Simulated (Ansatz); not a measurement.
## C3H10GaN: which of these isomers lies lowest?

2 of its isomers, all singlets with charge 0: A = `CC[N](C)[GaH2]`; B = `CC(C)[NH][GaH2]`.

Shapes, held fixed at every level: PBE0-D4/def2-TZVP. Flexible molecules stand in one conformer, not always the lowest. Programs: Ansatz 0.2.0.

A:

```xyz
15

C     0.3905    1.3183   -1.3721
C    -0.0790   -0.0730   -1.0148
N    -0.1039   -0.3558    0.4009
C    -0.5631   -1.6979    0.6661
Ga    0.3589    0.7482    1.7789
H     1.4098    1.5000   -1.0224
H    -0.2548    2.0841   -0.9346
H     0.3787    1.4471   -2.4563
H     0.5656   -0.8111   -1.5193
H    -1.0868   -0.2310   -1.4323
H    -0.5765   -1.8987    1.7389
H    -1.5799   -1.8595    0.2794
H     0.0859   -2.4473    0.1901
H     0.8572    2.2001    1.5151
H     0.1974    0.0766    3.1823
```

B:

```xyz
15

C    -0.9624   -0.9183    0.5519
C     0.2572   -0.0257    0.6550
C     1.5360   -0.8256    0.4434
N     0.1812    1.0808   -0.2791
Ga   -1.0522    1.5740   -1.5217
H    -1.8833   -0.3617    0.7398
H    -1.0348   -1.3634   -0.4452
H    -0.9010   -1.7291    1.2804
H     0.2846    0.3767    1.6801
H     2.4174   -0.1831    0.5207
H     1.5362   -1.2808   -0.5509
H     1.6330   -1.6185    1.1899
H     1.0048    1.6634   -0.2309
H    -2.3669    0.7580   -1.7076
H    -0.6498    2.8534   -2.3259
```

Electronic energies in kJ/mol, without zero-point or thermal terms.

(1) Which isomer should be the most stable, and roughly by how much?

## Answers

(1) B < A in rising energy, over a span of 41 kJ/mol, by MP2/def2-TZVPP. All levels agree on that. The B − A difference spans -41.2 to -34.9 kJ/mol over the levels. Relativity is left out for Ga. Outer-core shells of Ga are correlated, in sets that cover them unevenly.

```tsv
level	kind	B − A
HF/def2-TZVPP	Hartree–Fock	-41.2
PBE-D4/def2-TZVPP	GGA	-34.9
B3LYP-D4/def2-TZVPP	global hybrid	-35.8
PBE0-D4/def2-TZVPP	global hybrid	-37.5
r2SCAN0-D4/def2-TZVPP	global hybrid	-40.0
wB97X-V/def2-TZVPP	range-separated hybrid	-38.7
B2PLYP/def2-TZVPP	double hybrid	-37.9
MP2/def2-TZVPP	perturbation theory	-40.6
```
